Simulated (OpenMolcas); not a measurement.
## What dynamic correlation does to the levels of Cr V

| Property | Result |
| --- | --- |
| Program | OpenMolcas |
| Basis | ANO-RCC-VQZP [7s6p4d3f2g1h] |
| Scalar Hamiltonian | DKH2, point nucleus |
| Active space | 8 electrons in 8 orbitals (RAS1 3p, at most 2 holes; RAS2 3d) |
| State averaging | 2S+1 = 3 even, 10 roots; 2S+1 = 1 even, 15 roots |
| Spin-orbit coupling | RASSI with atomic mean-field integrals over the reference wave functions, term energies averaged over their components |

Methods on the same reference wave functions:
A. RASSCF
B. SS-RASPT2, IPEA 0.25 Eh, imaginary shift 0.1 Eh (closed shells correlated: 3s)

Energies in cm-1 above 3d2 3F2, the measured ground level; measured values from Sugar and Corliss, J. Phys. Chem. Ref. Data 6, 317 (1977).

| Level | A | B | Measured |
| --- | --- | --- | --- |
| 3d2 3F2 | 0.0 | 0.0 | 0.0 |
| 3d2 3F3 | 523 | 525 | 508 |
| 3d2 3F4 | 1192 | 1193 | 1142 |
| 3d2 1D2 | 15054 | 13150 | 13188 |
| 3d2 3P0 | 18257 | 16040 | 15492 |
| 3d2 3P1 | 18441 | 16230 | 15677 |
| 3d2 3P2 | 18836 | 16630 | 16041 |
| 3d2 1G4 | 26061 | 22140 | 22019 |
| 3d2 1S0 | 54247 | 50870 | 51146 |

Deviations, from unrounded energies. A percentage is the sum of absolute deviations over the sum of measured energies, with the sign that they share, or ± where signs differ.

| Against measurement | Levels | A | B |
| --- | --- | --- | --- |
| mean absolute deviation (cm-1) | 8 | 2200 | 270 |
| fine structure of the ground term (%) | 2 | +3.9 | +4.2 |
| other terms of the ground configuration (%) | 6 | +13.0 | ±1.6 |

B lies closest to measurement on these levels. The largest miss of B in the table is 3d2 3P2, by +590 cm-1. The ranking rests on the paired levels alone, and a cruder setting can come out closer through cancelling errors.

From A to B the spin-free energies of the other terms of 3d2 shown, above 3F, scale by factors of 0.85 to 0.94, as is usual when dynamic correlation screens the repulsion within a d or f shell.

The lowest spin-free term lies below A's lowest term by 0.253 hartree in B.

CASPT2 breaks the degeneracy within a term, and the mean is taken; among the terms shown or strongly mixed into the levels shown the widest spread is 340 cm-1 (3d2 1G, B). Active for correlation alone: 3p; no level in the range computed is led by a configuration that opens it, so any true level of that kind is missing. Without dynamic correlation excited terms often stand tens of per cent too high (terms of higher spin than the ground term too low), and those without a measured partner can miss by more than the paired ones (holds for A). Computed and measured levels are paired by configuration, term and J; levels that our copy of the source lacks, or whose pairing is in doubt (as where it misses far off the trend of its configuration), stay unpaired and out of the deviations. Levels of configurations outside the active space are missing.
